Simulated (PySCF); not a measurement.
**Excitation energy of Ca⁺ by level of theory**

Ca⁺ [Ar] 4s1 (2S) → Ca⁺ [Ar] 4p1 (2P), as a difference of total energies. All numbers are calculated (PySCF 2.14, scalar relativity by spin-free X2C-1e, in aug-cc-pVQZ-X2C (8s7p5d3f2g, 93 functions)). The calculations carry no spin-orbit coupling.

```json
{"method": "UHF", "excitation energy (cm⁻¹)": "23656"}
{"method": "LDA", "excitation energy (cm⁻¹)": "24301"}
{"method": "PBE", "excitation energy (cm⁻¹)": "22783"}
{"method": "PBE0", "excitation energy (cm⁻¹)": "23041"}
{"method": "r2SCAN", "excitation energy (cm⁻¹)": "22211"}
{"method": "wB97X-V", "excitation energy (cm⁻¹)": "24177"}
{"method": "M06-2X", "excitation energy (cm⁻¹)": "24035"}
```

For comparison: 25340 cm⁻¹ (measured; NIST levels, between the centres of gravity of the two terms).
